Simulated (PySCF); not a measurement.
sulfur trioxide (O3S), singlet, geometry from GFN2-xTB, with bond 4-2 at 1.3 times its length; PySCF with HF/6-31G**.

The PySCF input:
```python
from pyscf import gto, scf

mol = gto.M(
    atom='''
O    -0.69178694   -1.23678958   -0.04601210
S    -0.00000000    0.00000000   -0.00000000
O    -0.72514024    1.21840142   -0.00209182
O     1.84200535    0.02390462    0.06253510
''',
    basis='6-31g**',
    verbose=4,
)

mf = scf.RHF(mol)
mf.diis = False
mf.max_cycle = 100
mf.kernel()
mf.analyze()
```

What the program printed (banner, timings and long lists left out):

```
PySCF version 2.14.0

[INPUT] verbose = 4
[INPUT] num. atoms = 4
[INPUT] num. electrons = 40
[INPUT] charge = 0
[INPUT] spin (= nelec alpha-beta = 2S) = 0
[INPUT] symmetry False subgroup None
[INPUT] Mole.unit = angstrom
[INPUT] Symbol           X                Y                Z      unit          X                Y                Z       unit  Magmom
[...]
nuclear repulsion = 169.999559624099
number of shells = 26
number of NR pGTOs = 132
number of NR cGTOs = 60
basis = 6-31g**
ecp = {}

******** <class 'pyscf.scf.hf.RHF'> ********
method = RHF
initial guess = minao
damping factor = 0
level_shift factor = 0
DIIS disabled
SCF conv_tol = 1e-09
SCF conv_tol_grad = None
SCF max_cycles = 100
direct_scf = True
direct_scf_tol = 1e-13
Set gradient conv threshold to 3.16228e-05
Initial guess from minao.
init E= -622.609082305167
[...]
cycle= 1 E= -621.599907634553  delta_E= 1.01  |g|= 1.04  |ddm|= 2.62
[...]
cycle= 2 E= -621.625137798078  delta_E= -0.0252  |g|= 1.04  |ddm|= 1.68
[...]
cycle= 3 E= -621.647762887448  delta_E= -0.0226  |g|= 1.03  |ddm|= 1.55
[...]
cycle= 4 E= -621.558654364381  delta_E= 0.0891  |g|= 1.16  |ddm|= 1.65
[...]
cycle= 5 E= -621.535580702712  delta_E= 0.0231  |g|= 1.25  |ddm|= 1.77
[...]
cycle= 6 E= -621.150761065911  delta_E= 0.385  |g|= 1.71  |ddm|= 2.21
[...]
cycle= 7 E= -620.881492356615  delta_E= 0.269  |g|=  2.1  |ddm|= 2.64
[...]
cycle= 8 E= -618.282865994659  delta_E=  2.6  |g|= 3.36  |ddm|= 4.44
[...]
cycle= 9 E= -615.019108922216  delta_E= 3.26  |g|= 5.13  |ddm|= 5.33
[...]
cycle= 10 E= -601.827401956254  delta_E= 13.2  |g|= 5.25  |ddm|= 13.9

WARN: HOMO -0.767505191140378 == LUMO -0.767377370657122

cycle= 11 E= -513.770693079715  delta_E= 88.1  |g|= 10.8  |ddm|= 17.5
[...]
cycle= 12 E= -583.487278516059  delta_E= -69.7  |g|= 6.98  |ddm|= 14.9

WARN: HOMO -1.02457911987353 == LUMO -1.02444482180969

cycle= 13 E= -510.042679755501  delta_E= 73.4  |g|= 9.95  |ddm|= 15.3
[...]
cycle= 14 E= -583.469046617636  delta_E= -73.4  |g|= 6.94  |ddm|= 15.4

WARN: HOMO -1.0215794205769 == LUMO -1.0214456900575

cycle= 15 E= -509.978049764055  delta_E= 73.5  |g|= 9.93  |ddm|= 15.4
[...]
cycle= 16 E= -583.470928706554  delta_E= -73.5  |g|= 6.94  |ddm|= 15.4

WARN: HOMO -1.02142232070887 == LUMO -1.02128857757373

cycle= 17 E= -509.975935351039  delta_E= 73.5  |g|= 9.93  |ddm|= 15.4
[...]
cycle= 18 E= -583.471018614958  delta_E= -73.5  |g|= 6.94  |ddm|= 15.4

WARN: HOMO -1.02141593687697 == LUMO -1.02128219254958

cycle= 19 E= -509.975859339228  delta_E= 73.5  |g|= 9.93  |ddm|= 15.4
[...]
cycle= 20 E= -583.471022215158  delta_E= -73.5  |g|= 6.94  |ddm|= 15.4

WARN: HOMO -1.02141569119175 == LUMO -1.0212819468101

cycle= 21 E= -509.975856527625  delta_E= 73.5  |g|= 9.93  |ddm|= 15.4
[...]
cycle= 22 E= -583.471022353113  delta_E= -73.5  |g|= 6.94  |ddm|= 15.4

WARN: HOMO -1.02141568189324 == LUMO -1.02128193750945

cycle= 23 E= -509.97585642263  delta_E= 73.5  |g|= 9.93  |ddm|= 15.4
[...]
cycle= 24 E= -583.471022358325  delta_E= -73.5  |g|= 6.94  |ddm|= 15.4

WARN: HOMO -1.02141568154326 == LUMO -1.02128193715939

cycle= 25 E= -509.975856418696  delta_E= 73.5  |g|= 9.93  |ddm|= 15.4
[...]
cycle= 26 E= -583.471022358521  delta_E= -73.5  |g|= 6.94  |ddm|= 15.4

WARN: HOMO -1.02141568153011 == LUMO -1.02128193714624

cycle= 27 E= -509.975856418548  delta_E= 73.5  |g|= 9.93  |ddm|= 15.4
[...]
cycle= 28 E= -583.471022358528  delta_E= -73.5  |g|= 6.94  |ddm|= 15.4

WARN: HOMO -1.02141568152962 == LUMO -1.02128193714574

cycle= 29 E= -509.975856418543  delta_E= 73.5  |g|= 9.93  |ddm|= 15.4
[...]
cycle= 30 E= -583.471022358529  delta_E= -73.5  |g|= 6.94  |ddm|= 15.4

WARN: HOMO -1.02141568152959 == LUMO -1.02128193714572

cycle= 31 E= -509.975856418543  delta_E= 73.5  |g|= 9.93  |ddm|= 15.4
[...]
cycle= 32 E= -583.47102235853  delta_E= -73.5  |g|= 6.94  |ddm|= 15.4

WARN: HOMO -1.0214156815296 == LUMO -1.02128193714572

cycle= 33 E= -509.975856418542  delta_E= 73.5  |g|= 9.93  |ddm|= 15.4
[...]
cycle= 34 E= -583.471022358529  delta_E= -73.5  |g|= 6.94  |ddm|= 15.4

WARN: HOMO -1.02141568152959 == LUMO -1.02128193714572

cycle= 35 E= -509.975856418542  delta_E= 73.5  |g|= 9.93  |ddm|= 15.4
[...]
cycle= 36 E= -583.471022358529  delta_E= -73.5  |g|= 6.94  |ddm|= 15.4

WARN: HOMO -1.0214156815296 == LUMO -1.02128193714572

cycle= 37 E= -509.975856418542  delta_E= 73.5  |g|= 9.93  |ddm|= 15.4
[...]
cycle= 38 E= -583.471022358529  delta_E= -73.5  |g|= 6.94  |ddm|= 15.4

WARN: HOMO -1.02141568152959 == LUMO -1.02128193714572

cycle= 39 E= -509.975856418542  delta_E= 73.5  |g|= 9.93  |ddm|= 15.4
[...]
cycle= 40 E= -583.471022358529  delta_E= -73.5  |g|= 6.94  |ddm|= 15.4

WARN: HOMO -1.02141568152959 == LUMO -1.02128193714571

cycle= 41 E= -509.975856418542  delta_E= 73.5  |g|= 9.93  |ddm|= 15.4
[...]
cycle= 42 E= -583.471022358529  delta_E= -73.5  |g|= 6.94  |ddm|= 15.4

WARN: HOMO -1.0214156815296 == LUMO -1.02128193714572

cycle= 43 E= -509.975856418542  delta_E= 73.5  |g|= 9.93  |ddm|= 15.4
[...]
cycle= 44 E= -583.47102235853  delta_E= -73.5  |g|= 6.94  |ddm|= 15.4

WARN: HOMO -1.02141568152959 == LUMO -1.02128193714572

cycle= 45 E= -509.975856418543  delta_E= 73.5  |g|= 9.93  |ddm|= 15.4
[...]
cycle= 46 E= -583.471022358529  delta_E= -73.5  |g|= 6.94  |ddm|= 15.4

WARN: HOMO -1.02141568152959 == LUMO -1.02128193714572

cycle= 47 E= -509.975856418542  delta_E= 73.5  |g|= 9.93  |ddm|= 15.4
[...]
cycle= 48 E= -583.471022358529  delta_E= -73.5  |g|= 6.94  |ddm|= 15.4

WARN: HOMO -1.0214156815296 == LUMO -1.02128193714572

cycle= 49 E= -509.975856418542  delta_E= 73.5  |g|= 9.93  |ddm|= 15.4
[...]
cycle= 50 E= -583.471022358529  delta_E= -73.5  |g|= 6.94  |ddm|= 15.4

WARN: HOMO -1.0214156815296 == LUMO -1.02128193714572

cycle= 51 E= -509.975856418542  delta_E= 73.5  |g|= 9.93  |ddm|= 15.4
[...]
cycle= 52 E= -583.471022358529  delta_E= -73.5  |g|= 6.94  |ddm|= 15.4

WARN: HOMO -1.0214156815296 == LUMO -1.02128193714572

cycle= 53 E= -509.975856418543  delta_E= 73.5  |g|= 9.93  |ddm|= 15.4
[...]
cycle= 54 E= -583.471022358529  delta_E= -73.5  |g|= 6.94  |ddm|= 15.4

WARN: HOMO -1.0214156815296 == LUMO -1.02128193714572

cycle= 55 E= -509.975856418542  delta_E= 73.5  |g|= 9.93  |ddm|= 15.4
[...]
cycle= 56 E= -583.471022358529  delta_E= -73.5  |g|= 6.94  |ddm|= 15.4

WARN: HOMO -1.02141568152959 == LUMO -1.02128193714572

cycle= 57 E= -509.975856418542  delta_E= 73.5  |g|= 9.93  |ddm|= 15.4
[...]
cycle= 58 E= -583.471022358529  delta_E= -73.5  |g|= 6.94  |ddm|= 15.4

WARN: HOMO -1.0214156815296 == LUMO -1.02128193714572

cycle= 59 E= -509.975856418543  delta_E= 73.5  |g|= 9.93  |ddm|= 15.4
[...]
cycle= 60 E= -583.471022358529  delta_E= -73.5  |g|= 6.94  |ddm|= 15.4

WARN: HOMO -1.0214156815296 == LUMO -1.02128193714572

cycle= 61 E= -509.975856418542  delta_E= 73.5  |g|= 9.93  |ddm|= 15.4
[...]
cycle= 62 E= -583.471022358529  delta_E= -73.5  |g|= 6.94  |ddm|= 15.4

WARN: HOMO -1.02141568152959 == LUMO -1.02128193714572

cycle= 63 E= -509.975856418542  delta_E= 73.5  |g|= 9.93  |ddm|= 15.4
[...]
cycle= 64 E= -583.471022358528  delta_E= -73.5  |g|= 6.94  |ddm|= 15.4

WARN: HOMO -1.02141568152959 == LUMO -1.02128193714572

cycle= 65 E= -509.975856418542  delta_E= 73.5  |g|= 9.93  |ddm|= 15.4
[...]
cycle= 66 E= -583.471022358529  delta_E= -73.5  |g|= 6.94  |ddm|= 15.4

WARN: HOMO -1.0214156815296 == LUMO -1.02128193714572

cycle= 67 E= -509.975856418542  delta_E= 73.5  |g|= 9.93  |ddm|= 15.4
[...]
cycle= 68 E= -583.471022358529  delta_E= -73.5  |g|= 6.94  |ddm|= 15.4

WARN: HOMO -1.02141568152959 == LUMO -1.02128193714571

cycle= 69 E= -509.975856418542  delta_E= 73.5  |g|= 9.93  |ddm|= 15.4
[...]
cycle= 70 E= -583.471022358529  delta_E= -73.5  |g|= 6.94  |ddm|= 15.4

WARN: HOMO -1.0214156815296 == LUMO -1.02128193714572

cycle= 71 E= -509.975856418543  delta_E= 73.5  |g|= 9.93  |ddm|= 15.4
[...]
cycle= 72 E= -583.471022358529  delta_E= -73.5  |g|= 6.94  |ddm|= 15.4

WARN: HOMO -1.02141568152959 == LUMO -1.02128193714572

cycle= 73 E= -509.975856418542  delta_E= 73.5  |g|= 9.93  |ddm|= 15.4
[...]
cycle= 74 E= -583.471022358529  delta_E= -73.5  |g|= 6.94  |ddm|= 15.4

WARN: HOMO -1.0214156815296 == LUMO -1.02128193714572

cycle= 75 E= -509.975856418543  delta_E= 73.5  |g|= 9.93  |ddm|= 15.4
[...]
cycle= 76 E= -583.471022358529  delta_E= -73.5  |g|= 6.94  |ddm|= 15.4

WARN: HOMO -1.02141568152959 == LUMO -1.02128193714571

cycle= 77 E= -509.975856418542  delta_E= 73.5  |g|= 9.93  |ddm|= 15.4
[...]
cycle= 78 E= -583.471022358529  delta_E= -73.5  |g|= 6.94  |ddm|= 15.4

WARN: HOMO -1.0214156815296 == LUMO -1.02128193714572

cycle= 79 E= -509.975856418542  delta_E= 73.5  |g|= 9.93  |ddm|= 15.4
[...]
cycle= 80 E= -583.471022358529  delta_E= -73.5  |g|= 6.94  |ddm|= 15.4

WARN: HOMO -1.02141568152961 == LUMO -1.02128193714572

cycle= 81 E= -509.975856418542  delta_E= 73.5  |g|= 9.93  |ddm|= 15.4
[...]
cycle= 82 E= -583.471022358529  delta_E= -73.5  |g|= 6.94  |ddm|= 15.4

WARN: HOMO -1.0214156815296 == LUMO -1.02128193714572

cycle= 83 E= -509.975856418542  delta_E= 73.5  |g|= 9.93  |ddm|= 15.4
[...]
cycle= 84 E= -583.471022358529  delta_E= -73.5  |g|= 6.94  |ddm|= 15.4

WARN: HOMO -1.02141568152959 == LUMO -1.02128193714571

cycle= 85 E= -509.975856418542  delta_E= 73.5  |g|= 9.93  |ddm|= 15.4
[...]
cycle= 86 E= -583.471022358529  delta_E= -73.5  |g|= 6.94  |ddm|= 15.4

WARN: HOMO -1.02141568152959 == LUMO -1.02128193714572

cycle= 87 E= -509.975856418543  delta_E= 73.5  |g|= 9.93  |ddm|= 15.4
[...]
cycle= 88 E= -583.47102235853  delta_E= -73.5  |g|= 6.94  |ddm|= 15.4

WARN: HOMO -1.02141568152959 == LUMO -1.02128193714572

cycle= 89 E= -509.975856418542  delta_E= 73.5  |g|= 9.93  |ddm|= 15.4
[...]
cycle= 90 E= -583.471022358529  delta_E= -73.5  |g|= 6.94  |ddm|= 15.4

WARN: HOMO -1.0214156815296 == LUMO -1.02128193714572

cycle= 91 E= -509.975856418543  delta_E= 73.5  |g|= 9.93  |ddm|= 15.4
[...]
cycle= 92 E= -583.471022358529  delta_E= -73.5  |g|= 6.94  |ddm|= 15.4

WARN: HOMO -1.02141568152959 == LUMO -1.02128193714572

cycle= 93 E= -509.975856418542  delta_E= 73.5  |g|= 9.93  |ddm|= 15.4
[...]
cycle= 94 E= -583.471022358529  delta_E= -73.5  |g|= 6.94  |ddm|= 15.4

WARN: HOMO -1.02141568152959 == LUMO -1.02128193714571

cycle= 95 E= -509.975856418542  delta_E= 73.5  |g|= 9.93  |ddm|= 15.4
[...]
cycle= 96 E= -583.471022358529  delta_E= -73.5  |g|= 6.94  |ddm|= 15.4

WARN: HOMO -1.02141568152959 == LUMO -1.02128193714571

cycle= 97 E= -509.975856418542  delta_E= 73.5  |g|= 9.93  |ddm|= 15.4
[...]
cycle= 98 E= -583.47102235853  delta_E= -73.5  |g|= 6.94  |ddm|= 15.4

WARN: HOMO -1.02141568152959 == LUMO -1.02128193714572

cycle= 99 E= -509.975856418542  delta_E= 73.5  |g|= 9.93  |ddm|= 15.4
[...]
cycle= 100 E= -583.47102235853  delta_E= -73.5  |g|= 6.94  |ddm|= 15.4
SCF not converged.
SCF energy = -583.47102235853
**** SCF Summaries ****
Total Energy =                        -583.471022358529694
Nuclear Repulsion Energy =             169.999559624099334
One-electron Energy =                -1223.022795324311573
Two-electron Energy =                  469.552213341682602
Two-electron Coulomb Energy =          524.312051463229864
DFT Exchange-Correlation Energy =      -54.759838121547261
HOMO-LUMO gap [eV] =                     7.486589973932959
**** MO energy ****
[...]
 ** Mulliken pop on meta-lowdin orthogonal AOs  **
 ** Mulliken pop  **
 ** Mulliken atomic charges  **
charge of    0O =     -2.94122
charge of    1S =     -0.04654
charge of    2O =     -2.94122
charge of    3O =      5.92897
Dipole moment(X, Y, Z, Debye): 91.03934,  1.18146,  3.09074
```

The run did not converge; its last values are not results.
